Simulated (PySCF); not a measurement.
Ligands exchanged one at a time, Sn CH3-OCH3. All species are isolated molecules in the gas phase. One relaxed conformer stands for each flexible species; it need not be the lowest. Strings in code marks are SMILES.

The HOMO–LUMO gap from two functionals at the same geometries (r2SCAN-D4/def2-SVP), both in PySCF: PBE-D3(BJ)/def2-TZVP and r2SCAN-D4/def2-TZVP. 

```json
[
 {"species": "0 of 4 CH3 replaced by OCH3", "r2SCAN-D4/def2-TZVP (eV)": "7.06"},
 {"species": "2 of 4 CH3 replaced by OCH3", "r2SCAN-D4/def2-TZVP (eV)": "5.31"},
 {"species": "3 of 4 CH3 replaced by OCH3", "r2SCAN-D4/def2-TZVP (eV)": "4.73"},
 {"species": "4 of 4 CH3 replaced by OCH3 (`[O]([Sn]([O]C)([O]C)[O]C)C`)", "r2SCAN-D4/def2-TZVP (eV)": "4.17"}
]
```

Task: What does PBE-D3(BJ)/def2-TZVP give for each?

Result: 
- 0 of 4 CH3 replaced by OCH3: 6.25
- 2 of 4 CH3 replaced by OCH3: 4.65
- 3 of 4 CH3 replaced by OCH3: 4.13
- 4 of 4 CH3 replaced by OCH3 (`[O]([Sn]([O]C)([O]C)[O]C)C`): 3.61
Over these rows, drawn at random from the members with no instability flagged (it was tested for open shells, ions and some series alone), PBE minus r2SCAN-D4: mean -0.66 eV, from -0.81 eV to -0.56 eV.
